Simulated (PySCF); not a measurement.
## Calculated NMR data

- GFN2-xTB structure
- PBE0/pcSseg-1 with gauge-including orbitals
- run in PySCF 2.14
- non-relativistic, averaged over atoms made equivalent by symmetry, fast rotation or ring inversion, gas phase, single conformer

Chemical shifts δ = σref − σ; 1H (31.72 ppm) and 13C (186.93 ppm) against TMS, all at this level. Splittings of carbon signals by F and P are missing where no couplings were computed. Where no couplings were computed, multiplicities follow the n + 1 count of equivalent neighbours, and m marks all less simple cases (inequivalent or close neighbours, rings, F or P nearby). Shifts are as computed. Against solution values, carbons near 30 ppm lie about +3 ppm off and those near 130 ppm about +5 ppm. Of 1211 compounds with measured shifts, 218 miss one by over three times the rms of a fit or turn the order of signals round; such compounds aren't used in these exercises.

**1.** `Fc1ccc2cnncc2c1`, C$_{8}$H$_{5}$FN$_{2}$. 1H NMR (500 MHz, computed): δ 9.89 (s, 1H), 9.83 (s, 1H), 8.26 (m, 1H), 7.95 (m, 1H), 7.79 (m, 1H). 13C{1H} NMR (computed): δ 173.4 (C), 154.3 (CH), 153.2 (CH), 135.4 (CH), 131.5 (C), 127.4 (CH), 126.9 (C), 115.8 (CH).

**2.** `FC(P(C(=C)C)C(F)(F)F)(F)F`, C$_{5}$H$_{5}$F$_{6}$P. 1H NMR (500 MHz, computed): δ 6.26 (m, 1H), 6.25 (m, 1H), 2.23 (m, 3H). 13C{1H} NMR (computed): δ 142.0, 138.5, 133.4, 24.5.
